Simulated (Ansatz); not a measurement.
Reaction (ligand exchange at a B–Br bond): `NB(Br)O[SiH3]` + silanol → `NB(O[SiH3])O[SiH3]` + HBr

Gas-phase electronic energies from Ansatz, PBE0-D4/def2-TZVP geometries. CBS: MP2 limit from def2 TZ/QZ plus the TZ coupled-cluster correction, frozen cores. Functionals use def2-TZVPP. B3LYP here is the variant with VWN-RPA as its local correlation; programs differ in this. For Br outer-core shells are correlated without core-valence functions, which leaves a few kJ/mol of doubt a bond. Scalar relativity is left out up to krypton. One conformer a species, not always the lowest.

CCSD(T)/CBS gives -7.3 kcal/mol.

Q: Another level gave -8.3 kcal/mol. Which?
A. B3LYP/def2-TZVPP
B. SCS-MP2/def2-TZVPP
C. B3LYP-D4/def2-TZVPP
D. MP2/def2-TZVPP

A: A. B3LYP -8.3, MP2/def2-TZVPP -6.1, B3LYP-D4 -9.4, SCS-MP2/def2-TZVPP -7.2 kcal/mol.

Largest T1 diagnostic among the species: 0.012.

The D4 term adds −1.2 kcal/mol with B3LYP and −0.8 kcal/mol with PBE0; it sums over pairs of atoms, weighted by their polarisabilities, and B3LYP, whose exchange is more repulsive, gets the larger term. From PBE to PBE0 (25 % exact exchange), in def2-TZVPP and without D4, ΔE moves by −1.0 kcal/mol. In def2-TZVPP, CCSD(T) changes the Hartree–Fock value by +2.8 kcal/mol (the triples alone add +0.6 kcal/mol) and MP2 by +4.7 kcal/mol.
